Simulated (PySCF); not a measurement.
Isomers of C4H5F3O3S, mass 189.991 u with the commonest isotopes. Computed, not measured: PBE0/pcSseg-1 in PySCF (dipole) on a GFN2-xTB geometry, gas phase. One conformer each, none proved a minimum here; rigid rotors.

Question: Order these by rotational constant A, largest first.
A. `[O:1]=[S@@:2]1[O:3][CH2:4][C@H:5]([CH2:6][C:7]([F:8])([F:9])[F:10])[O:11]1` with C4–C5–C6–C7 75°, O1–S2–O3–C4 -71°, S2–O3–C4–C5 -25°, O3–C4–C5–C6 117°, C4–C5–O11–S2 29°
B. `[CH3:1][S:2](=[O:3])(=[O:4])[O:5][CH2:6][C:7]([F:8])=[C:9]([F:10])[F:11]` with C1–S2–O5–C6 161°, S2–O5–C6–C7 -82°, O5–C6–C7–F8 173°
C. `[O:1]=[S:2]1(=[O:3])[CH2:4][CH2:5][C@@H:6]([C:7]([F:8])([F:9])[F:10])[O:11]1` with O1–S2–C4–C5 153°, S2–C4–C5–C6 -41°, C4–C5–C6–C7 -93°, C5–C6–O11–S2 6°

Answer: A (2171 MHz), C (2114 MHz), B (1745 MHz).

Question: Order these by rotational constant C, smallest first.
A. `[O:1]=[S@@:2]1[O:3][CH2:4][C@H:5]([CH2:6][C:7]([F:8])([F:9])[F:10])[O:11]1` with C4–C5–C6–C7 75°, O1–S2–O3–C4 -71°, S2–O3–C4–C5 -25°, O3–C4–C5–C6 117°, C4–C5–O11–S2 29°
B. `[O:1]=[S:2]1(=[O:3])[CH2:4][CH2:5][C@@H:6]([C:7]([F:8])([F:9])[F:10])[O:11]1` with O1–S2–C4–C5 153°, S2–C4–C5–C6 -41°, C4–C5–C6–C7 -93°, C5–C6–O11–S2 6°
C. `[CH3:1][S:2](=[O:3])(=[O:4])[O:5][CH2:6][C:7]([F:8])=[C:9]([F:10])[F:11]` with C1–S2–O5–C6 161°, S2–O5–C6–C7 -82°, O5–C6–C7–F8 173°

Answer: A (520.2 MHz), C (584.5 MHz), B (624.8 MHz).

Question: Order these by out-of-plane moment Σ m c² = (Ia + Ib − Ic)/2, smallest first.
A. `[CH3:1][S:2](=[O:3])(=[O:4])[O:5][CH2:6][C:7]([F:8])=[C:9]([F:10])[F:11]` with C1–S2–O5–C6 161°, S2–O5–C6–C7 -82°, O5–C6–C7–F8 173°
B. `[O:1]=[S:2]1(=[O:3])[CH2:4][CH2:5][C@@H:6]([C:7]([F:8])([F:9])[F:10])[O:11]1` with O1–S2–C4–C5 153°, S2–C4–C5–C6 -41°, C4–C5–C6–C7 -93°, C5–C6–O11–S2 6°
C. `[O:1]=[S@@:2]1[O:3][CH2:4][C@H:5]([CH2:6][C:7]([F:8])([F:9])[F:10])[O:11]1` with C4–C5–C6–C7 75°, O1–S2–O3–C4 -71°, S2–O3–C4–C5 -25°, O3–C4–C5–C6 117°, C4–C5–O11–S2 29°

Answer: A (75.77 u·Å²), B (96.61 u·Å²), C (100.16 u·Å²).

| SMILES | point group | Ia (u·Å²) | Ib (u·Å²) | Ic (u·Å²) | κ | μa (D) | μb (D) | μc (D) |
| --- | --- | --- | --- | --- | --- | --- | --- | --- |
| O=[S@@]1OC[C@H](CC(F)(F)F)O1 | C1 | 232.80 | 939.05 | 971.52 | -0.98 | 0.31 | 1.14 | 1.06 |
| O=S1(=O)CC[C@@H](C(F)(F)F)O1 | C1 | 239.05 | 762.97 | 808.80 | -0.95 | 1.97 | 4.05 | 0.73 |
| CS(=O)(=O)OCC(F)=C(F)F | C1 | 289.64 | 726.57 | 864.66 | -0.81 | 1.13 | 1.55 | 2.74 |
